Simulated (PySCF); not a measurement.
Sn(F)3(OMe) (CH₃F₃OSn), SMILES C[O][Sn]([F])([F])[F]. Atoms are numbered in the order given.

```xyz
9

C     -0.0150     2.6761     0.0000
O     -0.8691     1.5296     0.0000
Sn    -0.0199    -0.2621     0.0000
F      1.1115    -0.5355     1.5529
F     -1.3941    -1.6199     0.0000
F      1.1115    -0.5355    -1.5529
H     -0.6847     3.5611     0.0000
H      0.6300     2.7340     0.9050
H      0.6300     2.7340    -0.9050
```

Geometry: PBE-D3(BJ)/def2-SVP. The structure was generated by enumeration; whether it is a known compound was not checked. The def2 effective core potentials stand for the cores of Sn; spin–orbit coupling is left out. One conformer was computed; it need not be the lowest.

These are PBE-D3(BJ)/def2-SVP run with PySCF values and carry that method's errors.

Frequencies are harmonic and unscaled.

```
mode  ν (cm⁻¹)  IR (km/mol)  moving atoms (share of kinetic energy)
----  --------  -----------  --------------------------------------
1            6          1.4                  F 36 %, C 33 %, H 20 %
2           89          4.0          F 52 %, C 26 %, H 12 %, Sn 8 %
3          112          1.6                  H 66 %, F 18 %, O 15 %
4          145         11.2                                  F 87 %
5          146          4.9                          F 73 %, H 17 %
6          173         41.2                         F 77 %, Sn 19 %
7          183         32.7         O 42 %, F 24 %, H 20 %, Sn 14 %
8          255         16.2  O 30 %, C 30 %, H 16 %, Sn 15 %, F 9 %
9          540          9.0                          O 66 %, F 16 %
10         616         54.0                         F 79 %, Sn 12 %
11         635         56.9                         F 83 %, Sn 17 %
12         647         54.3                         F 82 %, Sn 17 %
13        1034        128.9                          O 51 %, C 46 %
14        1123          0.0                          H 78 %, C 18 %
15        1135          8.6                          H 75 %, C 19 %
16        1406          9.9                           H 90 %, C 9 %
17        1406          5.3                                  H 96 %
18        1429         19.3                                  H 95 %
19        2930         51.4                                  H 97 %
20        3012         23.2                          H 90 %, C 10 %
21        3045          7.1                           H 91 %, C 9 %
```
